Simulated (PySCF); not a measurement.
In(F)(Br)(Me), SMILES [CH3][In]([F])[Br] (CH₃BrFIn) (B3LYP/def2-SVP optimised geometry):

```
7

In    -0.088     0.171     0.000
F      1.882     0.171     0.000
Br    -0.955     2.516     0.000
C     -1.196    -1.682     0.002
H     -1.882    -1.682    -0.856
H     -1.771    -1.742     0.936
H     -0.486    -2.516    -0.069
```

Computed with B3LYP/def2-TZVP, def2 effective core potentials past Kr (PySCF 2.14.0).

### Question
What are the frontier orbital energies and the dipole moment?

### Answer
HOMO-2 -8.64 eV, HOMO-1 -8.21 eV, HOMO -8.01 eV, LUMO -2.28 eV, LUMO+1 -1.77 eV; dipole moment 4.04 D.

On the same geometry PBE/def2-TZVP, def2 effective core potentials past Kr run with PySCF gives HOMO-2 -7.58 eV, HOMO-1 -7.20 eV, HOMO -7.00 eV, LUMO -2.82 eV, LUMO+1 -2.19 eV; dipole moment 3.90 D.
